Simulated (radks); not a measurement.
Q: All-electron calculation, scalar-relativistic Kohn-Sham, LDA (Slater exchange, Perdew-Wang correlation), spin-polarised, spherical densities, finite nucleus; Fermi nuclear charge, rms radius of each element as measured or else 0.836 A^(1/3) + 0.57 fm. Program: a radial shooting solver on a logarithmic mesh with Libxc functionals. Response by self-consistent Sternheimer equations with the Hartree and adiabatic LDA kernel, the relativistic mass of each level held fixed and spin-orbit coupling left out. Rank Li+, N5+, B3+, F7+, Be2+, C4+, Ne8+, O6+, He (NIST ground configurations) by static dipole polarisability, largest first.

A: He 1.658, Li+ 0.2150, Be2+ 0.05664, B3+ 0.02092, C4+ 0.009435, N5+ 0.004859, O6+ 0.002751, F7+ 0.001671, Ne8+ 0.001073 bohr^3.
